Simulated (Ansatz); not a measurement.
System: SiO$_{2}$, charge -1, multiplicity 2. 
Coordinates optimised at B3LYP-D3(BJ)/def2-TZVP (Ansatz, a quantum-chemistry and plane-wave program):
```
Si
O 1 1.5582
O 1 1.5582 2 137.37
```
Charge -1, spin multiplicity 2.

Basis-set convergence of Hartree-Fock and MP2 correlation energies (hartree) with Ansatz. Cores are frozen in the correlated levels unless marked. UHF or UKS for open shells. No spin-orbit coupling. No relativistic terms. This anion needs diffuse functions, which these sets lack.

```json
[
 {"basis": "cc-pV(D+d)Z", "functions": "51", "E(HF)": "-438.69022", "E(corr, MP2)": "-0.46125"},
 {"basis": "cc-pV(T+d)Z", "functions": "99", "E(HF)": "-438.77742", "E(corr, MP2)": "-0.58771"},
 {"basis": "cc-pV(Q+d)Z", "functions": "174", "E(HF)": "?", "E(corr, MP2)": "?"}
]
```

### Question
What belongs in the gaps?

### Answer

- cc-pV(Q+d)Z, E(HF): -438.79953
- cc-pV(Q+d)Z, E(corr, MP2): -0.63734
